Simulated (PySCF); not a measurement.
An unknown shows these calculated signals:

¹H NMR (400 MHz, computed): δ 3.27 (m, 1H), 2.41 (m, 2H), 1.77 (m, 2H), 1.46 (m, 2H), 0.92 (t, 3H).

¹³C{¹H} NMR (computed): δ 145.4 (C), 43.8 (CH), 38.5 (CH2), 25.7 (CH2), 12.9 (CH3).

- structure optimised with GFN2-xTB
- PBE0/pcSseg-1 with gauge-including orbitals
- program: PySCF 2.14
- isolated molecule, one averaged value for each set of equivalent atoms, no relativistic terms, one computed conformer

Scale: ¹H (σref 31.72), ¹³C (σref 186.93) against TMS (reference shieldings calculated alike).

Question: Which of these does the molecule contain: a ketone, a CF3 group, an S-methyl group, a carboxylic acid, a CH3CH2 unit?

Answer: 
- A ketone: no.
- A CF3 group: yes (δC 145.4).
- An S-methyl group: no.
- A carboxylic acid: no.
- A CH3CH2 unit: yes (δC 12.9, 38.5; δH 0.92 (t), 1.46 (m)).

The data belong to `CCC1CP(C(F)(F)F)C1`, C$_{6}$H$_{10}$F$_{3}$P; they needn't prove each group on their own.

Carbon signals by region: 1 in the sp2 and nitrile region (100–160 ppm), 4 below 50 ppm.

Splittings by ¹⁹F and ³¹P in the carbon and heteronuclear signals aren't shown, as no couplings were computed. Shifts are as computed. Against solution values, carbons near 30 ppm lie about +3 ppm off and those near 130 ppm about +5 ppm. Of 1211 compounds with measured shifts, 218 miss one by over three times the rms of a fit or turn the order of signals round; such compounds aren't used in these exercises. Multiplicities follow the n + 1 count of equivalent neighbours, as no J values were calculated; m marks all less simple cases, F and P coupling included.
